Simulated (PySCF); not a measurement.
**Radial density of Nd¹⁸⁺ (neodymium, charge +18)**

UHF, [Kr] 4d6, high-spin 5D determinant. All numbers are calculated (PySCF 2.14, the spin-free X2C one-electron Hamiltonian (Gaussian nucleus), in an uncontracted even-tempered set (20 s from 0.95 bohr⁻², ratio 2.5; 15 p from 1.2 bohr⁻², ratio 2.5; 10 d from 1.2 bohr⁻², ratio 2.5; 4 f from 6.5 bohr⁻², ratio 2.7; 4 g from 9.8 bohr⁻², ratio 2.7)).

```tsv
r (bohr)	4πr²ρ (e/bohr)	4πr²(ρα − ρβ)
0.0235	73.73	0.0039
0.0395	73.94	0.0627
0.0665	103.3	0.5213
0.112	82.00	2.1513
0.188	88.53	2.3719
0.316	49.27	0.1637
0.532	32.72	7.8722
0.895	9.698	3.0986
1.51	0.05861	0.0276
2.53	1.357e-05	0.0000
```

Densities and radii are taken from the X2C orbitals without a picture-change correction, which distorts them close to the nucleus.

Spin-orbit coupling, absent here, splits the open shell strongly.
